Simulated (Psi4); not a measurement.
Level of theory: SAPT0/jun-cc-pVDZ, frozen core (Psi4).

Psi4 input:

```
molecule {
0 1
H 0.37192002 -0.00000000 -0.00000000
H -0.37192002 0.00000000 0.00000000
--
0 1
Se 0.71904379 0.42586881 -3.23748049
H 1.36139403 -0.30058826 -2.13214039
H 0.01063081 -0.78862316 -3.66793458
units angstrom
symmetry c1
no_reorient
no_com
}
set basis jun-cc-pvdz
set scf_type df
set freeze_core true
energy('sapt0')
```

Part of the output:

```
    SAPT Results
  --------------------------------------------------------------------------------------------------------
    Electrostatics                 -0.80742473 [mEh]      -0.50666667 [kcal/mol]      -2.11989333 [kJ/mol]
      Elst10,r                     -0.80742473 [mEh]      -0.50666667 [kcal/mol]      -2.11989333 [kJ/mol]

    Exchange                        4.26405795 [mEh]       2.67573676 [kcal/mol]      11.19528261 [kJ/mol]
      Exch10                        4.26405795 [mEh]       2.67573676 [kcal/mol]      11.19528261 [kJ/mol]
      Exch10(S^2)                   4.24427941 [mEh]       2.66332554 [kcal/mol]      11.14335405 [kJ/mol]

    Induction                      -0.40547397 [mEh]      -0.25443876 [kcal/mol]      -1.06457175 [kJ/mol]
      Ind20,r                      -0.69195806 [mEh]      -0.43421024 [kcal/mol]      -1.81673564 [kJ/mol]
      Exch-Ind20,r                  0.60944652 [mEh]       0.38243347 [kcal/mol]       1.60010162 [kJ/mol]
      delta HF,r (2)               -0.32296243 [mEh]      -0.20266198 [kcal/mol]      -0.84793773 [kJ/mol]

    Dispersion                     -0.87479603 [mEh]      -0.54894280 [kcal/mol]      -2.29677666 [kJ/mol]
      Disp20                       -1.00459020 [mEh]      -0.63038987 [kcal/mol]      -2.63755121 [kJ/mol]
      Exch-Disp20                   0.12979417 [mEh]       0.08144707 [kcal/mol]       0.34077454 [kJ/mol]
      Disp20 (SS)                  -0.50229510 [mEh]      -0.31519493 [kcal/mol]      -1.31877560 [kJ/mol]
      Disp20 (OS)                  -0.50229510 [mEh]      -0.31519493 [kcal/mol]      -1.31877560 [kJ/mol]
      Exch-Disp20 (SS)              0.06768264 [mEh]       0.04247150 [kcal/mol]       0.17770075 [kJ/mol]
      Exch-Disp20 (OS)              0.06211153 [mEh]       0.03897557 [kcal/mol]       0.16307379 [kJ/mol]

  Total HF                          3.05115926 [mEh]       1.91463134 [kcal/mol]       8.01081753 [kJ/mol]
  Total SAPT0                       2.17636323 [mEh]       1.36568854 [kcal/mol]       5.71404086 [kJ/mol]
```
